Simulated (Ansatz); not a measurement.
Relaxation of Tl4H5⁻ with RKS B3LYP-D4/def2-SVPD.

```sh
$ ansatz run in.yaml --threads 4 --pin off --events-out ev --progress --plain --max-ram 4787MiB
```

```yaml
crystal:
  periodic: [false, false, false]
  atoms:
    - {symbol: Tl, position_ang: [-1.150190, 2.761260, 1.221680]}
    - {symbol: Tl, position_ang: [2.486480, -1.968800, -0.182660]}
    - {symbol: Tl, position_ang: [-1.857340, -0.118310, 1.364410]}
    - {symbol: Tl, position_ang: [-0.046620, -0.745950, -0.895950]}
    - {symbol: H, position_ang: [-1.521030, 3.887200, -0.303240]}
    - {symbol: H, position_ang: [2.102670, -3.734220, 0.425760]}
    - {symbol: H, position_ang: [-0.011140, 1.370360, -0.405900]}
    - {symbol: H, position_ang: [-3.264960, 1.142800, 0.575460]}
    - {symbol: H, position_ang: [3.262130, -2.594340, -1.799570]}
basis:
  gaussian: {orbitals: def2-SVPD}
total_charge: -1
hamiltonian: {xc: {name: B3LYP}, dispersion: d4}
scf: {lower_state_search: "off"}
output: {orbitals: {seedname: orbitals}}
relax: {f_tol: 0.02, max_steps: 100}
```

It took 9.9 min on 4 threads of Intel Xeon on a shared host, peak host memory 0.65 GiB.

Positions (Å) and forces (eV/Å) at steps 1, 2, 3, 4, 5, 6, 7, 8, 9, 10, 11, 12, 13, 14, 15, 16, 17, 18, 19, 20, 21, 22, 23, 24, 25, 26, 27, 28, 29, 30, 31 of 45:

```xyz
9
step=1 energy=-18866.0211 eV
Tl   -1.150    2.761    1.222   -0.153    0.567   -0.564
Tl    2.486   -1.969   -0.183   -0.005   -0.615   -0.316
Tl   -1.857   -0.118    1.364   -0.579   -0.246    0.354
Tl   -0.047   -0.746   -0.896    0.255    0.046   -0.529
H    -1.521    3.887   -0.303    0.158    0.031    0.282
H     2.103   -3.734    0.426    0.147    0.141    0.197
H    -0.011    1.370   -0.406   -0.308   -0.052    0.309
H    -3.265    1.143    0.575    0.280    0.007    0.208
H     3.262   -2.594   -1.800    0.205    0.122    0.060
9
step=2 energy=-18866.3339 eV
Tl   -1.202    2.879    1.126   -0.036   -0.502    0.375
Tl    2.486   -2.097   -0.258   -0.140    0.010   -0.103
Tl   -1.997   -0.206    1.468   -0.017    0.113    0.075
Tl    0.015   -0.724   -1.044   -0.023    0.190   -0.139
H    -1.487    3.975   -0.293   -0.038    0.454   -0.471
H     2.141   -3.756    0.506    0.141   -0.122    0.117
H    -0.111    1.345   -0.316   -0.197   -0.165    0.185
H    -3.205    1.166    0.638    0.053    0.137    0.036
H     3.360   -2.581   -1.827    0.257   -0.114   -0.075
9
step=3 energy=-18866.4914 eV
Tl   -1.315    2.911    1.128    0.005   -0.252    0.401
Tl    2.522   -2.180   -0.329   -0.081    0.056   -0.080
Tl   -2.015   -0.110    1.460    0.062    0.022    0.084
Tl    0.026   -0.754   -1.040   -0.071    0.055   -0.207
H    -1.554    4.033   -0.292   -0.029    0.351   -0.405
H     2.238   -3.830    0.482    0.102   -0.103    0.085
H    -0.243    1.262   -0.189   -0.156   -0.186    0.194
H    -3.147    1.331    0.628   -0.015    0.132   -0.047
H     3.488   -2.664   -1.849    0.183   -0.074   -0.024
9
step=4 energy=-18866.6270 eV
Tl   -1.360    2.945    1.151   -0.002   -0.025    0.218
Tl    2.515   -2.205   -0.376   -0.069   -0.016   -0.089
Tl   -2.007   -0.058    1.476    0.059   -0.044    0.085
Tl   -0.007   -0.782   -1.125   -0.087    0.046   -0.195
H    -1.558    4.082   -0.305   -0.005    0.185   -0.213
H     2.302   -3.851    0.487    0.095   -0.038    0.051
H    -0.357    1.154   -0.076   -0.087   -0.189    0.156
H    -3.108    1.413    0.609   -0.035    0.112   -0.051
H     3.579   -2.698   -1.841    0.132   -0.031    0.038
9
step=5 energy=-18866.7403 eV
Tl   -1.387    2.994    1.172   -0.016   -0.021    0.027
Tl    2.466   -2.231   -0.437   -0.028   -0.154   -0.108
Tl   -2.003   -0.034    1.521   -0.048   -0.004    0.081
Tl   -0.063   -0.782   -1.277   -0.111    0.125   -0.096
H    -1.546    4.129   -0.333    0.004    0.053   -0.058
H     2.376   -3.861    0.503    0.074    0.055    0.021
H    -0.436    1.031    0.052    0.035   -0.138    0.027
H    -3.086    1.475    0.602    0.024    0.049    0.009
H     3.679   -2.720   -1.803    0.065    0.033    0.097
9
step=6 energy=-18866.8462 eV
Tl   -1.339    2.956    1.124   -0.006   -0.005    0.110
Tl    2.361   -2.256   -0.548    0.115   -0.206   -0.029
Tl   -2.097   -0.014    1.633   -0.032    0.077    0.102
Tl   -0.166   -0.759   -1.441   -0.125    0.052   -0.255
H    -1.486    4.131   -0.354    0.022    0.006   -0.077
H     2.438   -3.800    0.531    0.026    0.066    0.002
H    -0.453    0.864    0.161   -0.008   -0.038    0.070
H    -3.054    1.540    0.611    0.006   -0.015   -0.009
H     3.796   -2.661   -1.717    0.003    0.063    0.087
9
step=7 energy=-18866.8944 eV
Tl   -1.331    2.950    1.143    0.017   -0.017   -0.075
Tl    2.322   -2.316   -0.602   -0.081   -0.089   -0.114
Tl   -2.134    0.037    1.743    0.115   -0.013   -0.068
Tl   -0.225   -0.708   -1.621   -0.005    0.231    0.272
H    -1.452    4.098   -0.374    0.040   -0.016   -0.002
H     2.472   -3.787    0.570    0.031    0.071   -0.015
H    -0.483    0.778    0.200   -0.055   -0.225   -0.116
H    -3.037    1.563    0.608   -0.033    0.007    0.015
H     3.868   -2.616   -1.668   -0.027    0.050    0.103
9
step=8 energy=-18866.9272 eV
Tl   -1.280    2.893    1.079    0.045    0.025    0.047
Tl    2.158   -2.333   -0.706    0.353   -0.183    0.056
Tl   -2.112    0.009    1.821   -0.001   -0.006    0.036
Tl   -0.294   -0.595   -1.722   -0.066    0.163    0.165
H    -1.302    4.024   -0.460   -0.005   -0.062   -0.023
H     2.472   -3.704    0.578   -0.109    0.117   -0.091
H    -0.517    0.655    0.272    0.073   -0.143   -0.230
H    -3.036    1.531    0.666   -0.019   -0.013   -0.037
H     3.910   -2.480   -1.529   -0.271    0.102    0.077
9
step=9 energy=-18866.9570 eV
Tl   -1.195    2.826    1.069    0.021   -0.024   -0.015
Tl    2.071   -2.215   -0.646    0.162   -0.187   -0.090
Tl   -2.030   -0.044    1.856    0.003   -0.017    0.014
Tl   -0.375   -0.552   -1.802    0.036    0.115    0.243
H    -1.227    3.914   -0.497    0.005   -0.034   -0.021
H     2.346   -3.629    0.584   -0.074    0.102   -0.032
H    -0.477    0.579    0.242    0.075   -0.074   -0.189
H    -2.930    1.444    0.642   -0.077    0.023    0.014
H     3.817   -2.322   -1.448   -0.151    0.097    0.075
9
step=10 energy=-18866.9817 eV
Tl   -1.150    2.782    1.044    0.005    0.033   -0.028
Tl    2.026   -2.245   -0.694    0.032    0.025   -0.004
Tl   -1.998   -0.063    1.894    0.000   -0.041    0.048
Tl   -0.352   -0.489   -1.784   -0.046    0.057   -0.023
H    -1.181    3.793   -0.574    0.012   -0.031   -0.002
H     2.192   -3.598    0.608    0.083    0.034   -0.094
H    -0.420    0.552    0.264    0.066   -0.026   -0.040
H    -2.911    1.402    0.662   -0.047    0.014    0.007
H     3.793   -2.135   -1.420   -0.105   -0.065    0.135
9
step=11 energy=-18867.0165 eV
Tl   -1.151    2.747    0.984    0.030    0.119    0.027
Tl    1.956   -2.187   -0.724    0.017    0.001    0.017
Tl   -1.907   -0.075    1.995    0.015   -0.082    0.108
Tl   -0.381   -0.326   -1.787    0.000   -0.006   -0.107
H    -1.156    3.638   -0.696    0.002   -0.022   -0.020
H     2.099   -3.623    0.486    0.004    0.006   -0.034
H    -0.326    0.557    0.313    0.038   -0.009    0.022
H    -2.910    1.338    0.682   -0.058   -0.006   -0.052
H     3.776   -2.069   -1.253   -0.048   -0.001    0.039
9
step=12 energy=-18867.0518 eV
Tl   -1.146    2.727    0.938    0.105    0.098   -0.002
Tl    1.865   -2.136   -0.739    0.048   -0.021    0.001
Tl   -1.791   -0.099    2.119    0.146   -0.052    0.007
Tl   -0.378   -0.165   -1.834    0.014    0.008    0.018
H    -1.134    3.486   -0.813   -0.009   -0.034    0.016
H     1.974   -3.640    0.395   -0.025    0.011   -0.019
H    -0.237    0.546    0.340   -0.051    0.000    0.062
H    -2.884    1.245    0.689   -0.153   -0.029   -0.106
H     3.731   -1.964   -1.095   -0.076    0.019    0.023
9
step=13 energy=-18867.0532 eV
Tl   -1.135    2.721    0.895   -0.148   -0.151   -0.007
Tl    1.779   -2.081   -0.745    0.039   -0.096    0.049
Tl   -1.622   -0.129    2.210   -0.046    0.374   -0.496
Tl   -0.368    0.000   -1.828   -0.031   -0.001   -0.051
H    -1.135    3.329   -0.926    0.010   -0.037    0.071
H     1.838   -3.669    0.292   -0.028    0.049   -0.030
H    -0.136    0.567    0.391   -0.093   -0.003    0.187
H    -2.881    1.131    0.652    0.341   -0.159    0.271
H     3.659   -1.869   -0.943   -0.044    0.024    0.007
9
step=14 energy=-18867.0854 eV
Tl   -1.125    2.696    0.917   -0.050    0.074   -0.108
Tl    1.739   -2.073   -0.723   -0.012   -0.092    0.021
Tl   -1.582   -0.124    2.153   -0.007   -0.024   -0.056
Tl   -0.372   -0.014   -1.854   -0.043    0.013   -0.102
H    -1.126    3.313   -0.897    0.008   -0.001    0.065
H     1.805   -3.637    0.337    0.001    0.038   -0.019
H    -0.117    0.565    0.362    0.019    0.036    0.120
H    -2.828    1.090    0.646    0.090   -0.052    0.055
H     3.605   -1.816   -0.942   -0.006    0.009    0.024
9
step=15 energy=-18867.1149 eV
Tl   -1.163    2.692    0.890    0.006    0.121   -0.011
Tl    1.640   -2.091   -0.712   -0.037   -0.036    0.043
Tl   -1.440   -0.174    2.125    0.045   -0.120    0.070
Tl   -0.365    0.080   -1.869   -0.019   -0.006   -0.083
H    -1.148    3.311   -0.921   -0.020   -0.014    0.023
H     1.731   -3.642    0.358    0.004    0.015   -0.011
H    -0.018    0.618    0.364    0.043    0.060    0.048
H    -2.740    0.956    0.627   -0.002   -0.019   -0.083
H     3.502   -1.751   -0.862   -0.020   -0.002    0.005
9
step=16 energy=-18867.1515 eV
Tl   -1.202    2.738    0.924   -0.029   -0.177   -0.131
Tl    1.534   -2.091   -0.650   -0.017   -0.047    0.026
Tl   -1.300   -0.232    2.089    0.042    0.038   -0.205
Tl   -0.367    0.157   -1.889    0.001    0.074    0.175
H    -1.204    3.265   -0.920   -0.010    0.024    0.014
H     1.694   -3.674    0.364   -0.025    0.009    0.016
H     0.056    0.724    0.350    0.002    0.075    0.060
H    -2.611    0.841    0.537    0.096   -0.021    0.066
H     3.400   -1.729   -0.805   -0.061    0.024   -0.021
9
step=17 energy=-18867.2243 eV
Tl   -1.249    2.742    0.892   -0.041   -0.088    0.060
Tl    1.428   -2.111   -0.595    0.020   -0.038    0.116
Tl   -1.185   -0.309    2.013    0.111   -0.052   -0.023
Tl   -0.373    0.252   -1.818   -0.018    0.071   -0.010
H    -1.257    3.280   -0.949    0.008   -0.019   -0.048
H     1.652   -3.697    0.401   -0.013   -0.011    0.009
H     0.198    0.825    0.408   -0.058    0.113    0.040
H    -2.495    0.709    0.454    0.091    0.023   -0.097
H     3.281   -1.691   -0.806   -0.100    0.002   -0.047
9
step=18 energy=-18867.3074 eV
Tl   -1.319    2.767    0.908   -0.018   -0.118    0.055
Tl    1.329   -2.114   -0.482    0.120   -0.071    0.084
Tl   -1.070   -0.380    1.944    0.119   -0.117    0.088
Tl   -0.366    0.344   -1.787   -0.022    0.128    0.064
H    -1.272    3.242   -0.955    0.014   -0.036   -0.111
H     1.628   -3.739    0.438   -0.002    0.017   -0.011
H     0.280    0.952    0.434   -0.125    0.143    0.025
H    -2.373    0.595    0.352    0.102    0.085   -0.160
H     3.164   -1.668   -0.851   -0.188   -0.030   -0.034
9
step=19 energy=-18867.4170 eV
Tl   -1.432    2.813    0.911    0.005   -0.173    0.049
Tl    1.240   -2.152   -0.388    0.246    0.005    0.125
Tl   -0.972   -0.450    1.920    0.098   -0.022   -0.107
Tl   -0.303    0.521   -1.732   -0.067    0.137    0.222
H    -1.270    3.123   -1.004    0.039   -0.080   -0.162
H     1.626   -3.807    0.469    0.000    0.041   -0.077
H     0.322    1.119    0.516   -0.191    0.071    0.032
H    -2.248    0.499    0.256    0.157    0.117   -0.080
H     3.037   -1.666   -0.949   -0.288   -0.096   -0.001
9
step=20 energy=-18867.5281 eV
Tl   -1.513    2.859    0.903   -0.047   -0.108    0.217
Tl    1.196   -2.123   -0.200    0.556   -0.256    0.026
Tl   -0.886   -0.558    1.832    0.029    0.145   -0.082
Tl   -0.277    0.649   -1.641   -0.095    0.209   -0.138
H    -1.262    3.016   -1.066    0.071   -0.128   -0.196
H     1.655   -3.882    0.440   -0.086    0.162   -0.084
H     0.325    1.271    0.600   -0.189    0.003    0.114
H    -2.163    0.478    0.188    0.227    0.040    0.002
H     2.926   -1.710   -1.056   -0.466   -0.067    0.140
9
step=21 energy=-18867.6013 eV
Tl   -1.602    2.858    0.938    0.000   -0.173    0.095
Tl    1.246   -2.190   -0.024    0.378   -0.067   -0.309
Tl   -0.811   -0.566    1.790    0.015    0.234   -0.099
Tl   -0.264    0.837   -1.669   -0.090    0.068    0.345
H    -1.273    2.944   -1.086    0.085   -0.100   -0.227
H     1.655   -4.025    0.447   -0.012    0.230   -0.093
H     0.295    1.386    0.623   -0.145   -0.040    0.024
H    -2.057    0.463    0.117    0.159    0.027   -0.022
H     2.813   -1.707   -1.137   -0.391   -0.179    0.286
9
step=22 energy=-18867.6382 eV
Tl   -1.672    2.814    0.946   -0.048   -0.102    0.049
Tl    1.225   -2.234   -0.051    0.167    0.081    0.044
Tl   -0.761   -0.501    1.810    0.037    0.087   -0.091
Tl   -0.213    0.947   -1.604    0.231   -0.385   -0.483
H    -1.264    2.846   -1.144   -0.157    0.339    0.136
H     1.655   -4.028    0.424   -0.007    0.046   -0.087
H     0.295    1.468    0.697   -0.130    0.005    0.174
H    -1.988    0.428    0.063    0.077    0.071    0.139
H     2.725   -1.740   -1.142   -0.170   -0.141    0.119
9
step=23 energy=-18867.6843 eV
Tl   -1.703    2.752    0.965    0.091   -0.198   -0.205
Tl    1.208   -2.211   -0.073   -0.113    0.165    0.174
Tl   -0.733   -0.448    1.820    0.067    0.100   -0.268
Tl   -0.182    0.898   -1.659   -0.107    0.008    0.284
H    -1.265    2.879   -1.113   -0.007    0.009    0.033
H     1.657   -3.977    0.387   -0.051   -0.098   -0.005
H     0.272    1.467    0.688   -0.070   -0.048    0.047
H    -1.968    0.444    0.073    0.087    0.030    0.059
H     2.714   -1.803   -1.089    0.103    0.033   -0.118
9
step=24 energy=-18867.6887 eV
Tl   -1.699    2.670    0.953   -0.055    0.119   -0.027
Tl    1.189   -2.134   -0.014    0.163   -0.223   -0.117
Tl   -0.665   -0.461    1.765   -0.108    0.045    0.374
Tl   -0.176    0.858   -1.659   -0.009    0.085   -0.124
H    -1.255    2.878   -1.104   -0.028   -0.008    0.003
H     1.588   -3.937    0.372   -0.076   -0.001    0.009
H     0.280    1.462    0.684    0.075   -0.017    0.041
H    -1.935    0.431    0.078   -0.057   -0.040   -0.096
H     2.674   -1.766   -1.076    0.095    0.042   -0.063
9
step=25 energy=-18867.7089 eV
Tl   -1.703    2.705    0.937    0.013   -0.063   -0.049
Tl    1.211   -2.167   -0.033    0.046   -0.010   -0.003
Tl   -0.684   -0.463    1.804   -0.030    0.143   -0.021
Tl   -0.186    0.890   -1.654   -0.027   -0.005    0.068
H    -1.269    2.890   -1.121   -0.010   -0.023    0.030
H     1.590   -3.969    0.380   -0.037   -0.014   -0.022
H     0.278    1.460    0.696   -0.022   -0.021    0.036
H    -1.941    0.424    0.083    0.029    0.005   -0.007
H     2.705   -1.770   -1.092    0.038   -0.012   -0.032
9
step=26 energy=-18867.7183 eV
Tl   -1.783    2.636    0.924   -0.052    0.122   -0.062
Tl    1.240   -2.129   -0.021    0.016   -0.002    0.068
Tl   -0.641   -0.334    1.878    0.103   -0.175    0.001
Tl   -0.136    0.895   -1.642    0.012   -0.003    0.010
H    -1.311    2.844   -1.119   -0.012    0.005    0.020
H     1.469   -3.979    0.304   -0.037    0.021   -0.024
H     0.284    1.505    0.734    0.024    0.054   -0.007
H    -1.866    0.381    0.049   -0.070   -0.006   -0.002
H     2.744   -1.819   -1.108    0.016   -0.017   -0.003
9
step=27 energy=-18867.7268 eV
Tl   -1.796    2.662    0.917   -0.023    0.049   -0.032
Tl    1.259   -2.147   -0.009    0.047   -0.015   -0.006
Tl   -0.619   -0.353    1.855    0.049   -0.081    0.043
Tl   -0.149    0.906   -1.632    0.020    0.003   -0.006
H    -1.323    2.858   -1.122   -0.006   -0.007    0.011
H     1.469   -4.007    0.301   -0.032    0.053   -0.025
H     0.274    1.526    0.737    0.003    0.034   -0.011
H    -1.879    0.394    0.059   -0.041   -0.007   -0.002
H     2.764   -1.838   -1.106   -0.016   -0.029    0.028
9
step=28 energy=-18867.7323 eV
Tl   -1.832    2.672    0.895   -0.003   -0.002    0.005
Tl    1.282   -2.144   -0.010    0.054   -0.036   -0.016
Tl   -0.580   -0.346    1.865    0.007   -0.023    0.028
Tl   -0.141    0.906   -1.613    0.023    0.014   -0.027
H    -1.342    2.857   -1.133   -0.003   -0.018    0.003
H     1.428   -4.016    0.268   -0.034    0.065   -0.020
H     0.259    1.557    0.756   -0.001    0.029   -0.020
H    -1.872    0.391    0.074   -0.020   -0.009    0.013
H     2.797   -1.875   -1.102   -0.022   -0.020    0.033
9
step=29 energy=-18867.7425 eV
Tl   -1.879    2.627    0.880   -0.009    0.009    0.045
Tl    1.335   -2.080   -0.019   -0.007   -0.059   -0.010
Tl   -0.500   -0.322    1.896    0.002    0.033   -0.031
Tl   -0.119    0.905   -1.614   -0.026    0.047    0.061
H    -1.396    2.828   -1.137    0.023   -0.063   -0.040
H     1.252   -3.961    0.192   -0.012    0.035   -0.016
H     0.254    1.601    0.749    0.000    0.018   -0.021
H    -1.845    0.356    0.106    0.020   -0.023   -0.006
H     2.898   -1.955   -1.053    0.009    0.002    0.019
9
step=30 energy=-18867.7474 eV
Tl   -1.947    2.590    0.868   -0.004   -0.004    0.064
Tl    1.384   -2.055   -0.036   -0.032   -0.148    0.021
Tl   -0.399   -0.269    1.919   -0.013    0.032   -0.062
Tl   -0.088    0.928   -1.597   -0.053    0.062    0.058
H    -1.473    2.788   -1.145    0.042   -0.073   -0.057
H     1.080   -3.942    0.103    0.036    0.163   -0.038
H     0.247    1.683    0.750   -0.012   -0.011   -0.031
H    -1.808    0.321    0.131    0.062   -0.008    0.012
H     3.005   -2.043   -0.992   -0.026   -0.014    0.033
9
step=31 energy=-18867.7519 eV
Tl   -1.946    2.588    0.877   -0.017    0.014    0.054
Tl    1.370   -2.058   -0.026    0.025   -0.165   -0.009
Tl   -0.391   -0.259    1.912   -0.017    0.008    0.006
Tl   -0.089    0.939   -1.597   -0.023    0.044   -0.023
H    -1.484    2.774   -1.146    0.023   -0.038   -0.041
H     1.087   -3.944    0.080    0.001    0.136   -0.018
H     0.251    1.694    0.741   -0.006   -0.003   -0.020
H    -1.797    0.319    0.129    0.038   -0.010    0.017
H     2.998   -2.053   -0.970   -0.025    0.014    0.034
```

In the def2 sets Tl takes a core potential; there is no spin–orbit coupling. Another isomer (singlet) lies 0.57 eV lower at PBE0-D4/def2-TZVPD; other spin states weren't run for this one.
